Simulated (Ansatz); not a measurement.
# Which isomer of C2H7BGe gives these data?

These gas-phase data were calculated for one isomer of C2H7BGe at B3LYP-D3(BJ)/def2-SVP (harmonic, unscaled wavenumbers; equilibrium rotational constants with average atomic masses):

| Quantity | Value |
| --- | --- |
| rotational constants | 10.6, 2.272, 2.046 GHz |
| all wavenumbers above 1500 cm⁻¹ | 3106, 3093, 3067, 3038, 3002, 2555, 1856 |

Candidates:

(1) `CB[CH2][GeH]`, a singlet
(2) `C[B](C)[GeH]`, a singlet
(3) `B[CH2][Ge][CH3]`, a singlet

Task: Assign the data to one candidate and say why.

Result: Candidate (1). The band at 2555 cm⁻¹ lies where the B–H stretch is expected; (2) has no mode between 2350 and 2900 cm⁻¹. 1 mode lies between 2350 and 2900 cm⁻¹, one for each B–H bond, while (3) has 2.

The same quantities for all candidates:

|  | rotational constants (GHz) | wavenumbers above 1500 cm⁻¹ | E above the lowest, B3LYP-D3(BJ)/def2-SVP (kcal/mol) |
| --- | --- | --- | --- |
| (1) | 10.6, 2.272, 2.046 | 3106, 3093, 3067, 3038, 3002, 2555, 1856 | 0.0 |
| (2) | 7.378, 2.456, 1.922 | 3101, 3094, 3070, 3064, 3000, 2994, 1856 | 5.0 |
| (3) | 6.696, 3.649, 2.614 | 3136, 3132, 3095, 3008, 3001, 2626, 2546 | 6.0 |

Each candidate is one conformer. Programs: Ansatz 0.2.0.
